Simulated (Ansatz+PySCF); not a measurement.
Results of a calculation; reference values are marked as such.
# Several solutions for singlet BeH₂

```yaml
atoms:
  - { symbol: H, position_ang: [0.0000, 0.0000, -2.7452] }
  - { symbol: Be, position_ang: [0.0000, 0.0000, 0.0000] }
  - { symbol: H, position_ang: [0.0000, 0.0000, 2.7452] }
```

Basis set: 6-31G (spherical functions). Charge 0, multiplicity 1.

PBE0 (unrestricted) was run from several starts with Ansatz (development build ahead of 0.2.0) and PySCF 2.14.0.

| run | program | start | converged | energy (hartree) | <S²> |
| --- | --- | --- | --- | --- | --- |
| A | Ansatz | stability test followed | yes | -15.64480 | 1.02 |
| B | Ansatz | search for the lowest state | yes | -15.64480 | 1.02 |
| C | PySCF | program defaults | yes | -15.61152 | 0.00 |
| D | Ansatz | atomic start, no search | yes | -15.61152 | 0.00 |

(1) Which runs reached the lowest solution of this kind, and what is wrong with the others?

Answers

(1) A, B reached the lowest solution found. Converged but too high: C by 0.91 eV, D by 0.91 eV. Convergence only shows a stationary point, and even a stable one can lie too high; stability tests and further starts are what find lower ones. Caution: charge can spread falsely over distant fragments. Caution: the unrestricted determinant is a mixture of spin states.
